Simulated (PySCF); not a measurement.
# How well do the runs reproduce experiment for CBr4?

**Measured values to compare with.**

Thomas, Saethre, Boerve, Bozek, Huttula, Kukk, J. Phys. Chem. A 2004, 108, 4983 (carbon 1s photoelectron spectroscopy of halomethanes) lists, for the gas: C 1s binding energy of C2 294.77 eV.

The results are set against them at the end.

Species: CBr₄.
SMILES with atom numbers: `[Br:1][C:2]([Br:3])([Br:4])[Br:5]`

Cartesian coordinates in Å at the PBE0-D3(BJ)/def2-SVP level; atoms count from 1:
```xyz
5
CBr4 angstrom
Br    -0.0759   -0.9754   -1.6930
C      0.0153   -0.0221   -0.0123
Br     1.8151    0.6324    0.2610
Br    -0.4642   -1.2154    1.4329
Br    -1.2155    1.4700   -0.0506
```

The PySCF runs (gas phase, on this PBE0-D3(BJ)/def2-SVP geometry; non-relativistic but for the core-level run):

| level | job | basis functions | wall time |
| --- | --- | --- | --- |
| delta-SCF UKS SCAN, pcX-2 on the ionised atom, pcseg-1 elsewhere, spin-free X2C | ΔSCF core ionisation, 1 hole | 153 | 8.9 s |

Hardware: one thread of an Intel Xeon Platinum 8259CL at 2.50 GHz, no GPU (shared host).

## Comparison

**Core binding energies.** Delta-SCF UKS SCAN, pcX-2 on the ionised atom, pcseg-1 elsewhere, spin-free X2C in PySCF.

| level and atom | computed (eV) | measured (eV) | computed − measured (eV) |
| --- | --- | --- | --- |
| C 1s, C2 | 295.19 | 294.77 | +0.42 |

Sources, in the order of the opening: Thomas, Saethre, Boerve, Bozek, Huttula, Kukk, J. Phys. Chem. A 2004, 108, 4983 (carbon 1s photoelectron spectroscopy of halomethanes). The computed values are vertical, without vibrational structure; measured positions hang on the energy calibration. 

The geometry is computed, not the measured one. Where a level misses, the cause wasn't examined.
